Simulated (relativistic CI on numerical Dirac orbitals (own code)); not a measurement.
**Nd⁴⁺: computed level list**

Method of calculation: Dirac-Coulomb-Breit CI, orbitals from a KLI potential per configuration, a model potential for QED, valence Slater integrals scaled by 0.85 (own radial code, finite nucleus).

Configuration list (outside the closed core [Xe]): 4f².

The lowest level is 4f² ³H4, with 96 % of that term; Hund's rules for 4f² give ³H with J = 4, in agreement.

| No. | Configuration | Term | J | E (cm⁻¹) | % | Landé g | Lifetime (s) |
| --- | --- | --- | --- | --- | --- | --- | --- |
| 1 | 4f² | ³H | 4 | 0.0 | 96 | 0.806 |  |
| 2 | 4f² | ³H | 5 | 2763.1 | 100 | 1.032 | 1.86e+00 |
| 3 | 4f² | ³H | 6 | 5587.9 | 100 | 1.166 | 1.98e+00 |
| 4 | 4f² | ³F | 2 | 6549.0 | 98 | 0.672 |  |
| 5 | 4f² | ¹G | 4 | 8209.0 | 52 | 1.107 | 1.75e+00 |
| 6 | 4f² | ³F | 3 | 8328.6 | 100 | 1.083 | 6.26e+00 |
| 7 | 4f² | ³F | 4 | 11905.2 | 55 | 1.134 | 7.23e-01 |
| 8 | 4f² | ¹D | 2 | 22475.6 | 90 | 1.031 | 2.68e-01 |
| 9 | 4f² | ¹I | 6 | 26707.0 | 100 | 1.000 | 5.11e-01 |
| 10 | 4f² | ³P | 0 | 27774.2 | 99 |  | 3.67e+00 |
| 11 | 4f² | ³P | 1 | 28562.6 | 100 | 1.500 | 1.47e+00 |
| 12 | 4f² | ³P | 2 | 29998.8 | 92 | 1.461 | 5.58e-01 |
| 13 | 4f² | ¹S | 0 | 60925.4 | 99 |  | 3.64e-02 |

Energies count from the lowest computed level; lifetimes are radiative, by E1, M1, E2, M2 decay to levels of this space only; some are left blank where a channel outside the calculation adds to the decay or the decay crosses a small, uncertain gap.

The mean weight of the leading LS term, summed over parents, in these 13 levels is 91 %, and that of the leading jj configuration (from the same eigenvectors) 80 %, so LS coupling describes them better.

One configuration and one scale for all Slater integrals: terms of lower spin can come out thousands of cm⁻¹ low, and their order can be wrong. 9 of the 11 excited levels that our extract of the measured tables holds in this range could be paired (the sources list more); they are missed by 1320 cm⁻¹ on average and 2724 at most, and levels without a partner can miss by more. Some levels of the ground configuration have no partner and can miss by 10 % or more.

Landé's interval rule says that E(J) − E(J−1) = AJ with one A. For the ground term the intervals give A = 552.6, 470.8 cm⁻¹ for J = 5, 6; the multiplet is regular.

LS names give the leading component of a level, which can be under half, so a name can repeat, a term be missing and a line seem to break the LS rules.
